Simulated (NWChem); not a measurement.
System: C3H7NSi; SMILES C1N([SiH2]C=1)C

```xyz
12

C     -0.1931     2.0294     0.1549
N      0.0149     0.6790    -0.3360
C      1.2186    -0.0171    -0.0696
C      0.9499    -1.3345     0.1335
Si    -0.8337    -0.8717    -0.0022
H      0.6240     2.6800    -0.1837
H     -1.1244     2.4288    -0.2593
H     -0.2481     2.1044     1.2544
H      2.1734     0.5165    -0.0818
H      1.6471    -2.1544     0.2161
H     -1.6635    -0.8195     1.2342
H     -1.6943    -1.3716    -1.1102
```
Atoms are numbered in this order, from 1.

Computed with NWChem. Coordinates come from a B3LYP/6-31G* (spherical d) optimisation. B3LYP is NWChem's, with the RPA form of VWN correlation.

Question: Among these, which level gives the highest value of “orbital gap (eV)”?
A. Hartree-Fock/def2-TZVP
B. LDA (Slater exchange, VWN5)/def2-TZVP
C. BLYP/def2-TZVP
D. PBE/def2-TZVP

Answer: A, Hartree-Fock/def2-TZVP. Values: LDA (Slater exchange, VWN5)/def2-TZVP 3.77; BLYP/def2-TZVP 3.82; PBE/def2-TZVP 3.84; Hartree-Fock/def2-TZVP 11.44
